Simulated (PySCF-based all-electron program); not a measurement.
## Force along the bond of AuBr, singlet

Calculated with an in-house all-electron program built on PySCF, in large uncontracted Gaussian sets near the basis limit; Koelling–Harmon scalar relativity, no spin–orbit coupling, spin-restricted. Forces are good to about 0.002 eV/Å. A positive force pushes the atoms apart.

```
 r (Å)  PBE (eV/Å)
1.8544           ?
1.9703           ?
2.0862           ?
 2.318       0.314
2.5498      -1.699
```

(1) What does PBE give at the lengths left open?

(2) Fit a Morse curve to the forces within 0.84 to 1.25 of the listed length with the smallest force. Where does the force vanish, what is the force constant, and what harmonic wavenumber follows with standard atomic masses?

Results:

(1) 1.8544 Å: 22.293 eV/Å; 1.9703 Å: 12.415 eV/Å; 2.0862 Å: 6.299 eV/Å.

(2) PBE: 2.340 Å, 13 eV/Å², about 250 cm⁻¹. The points are far apart, so these are estimates.
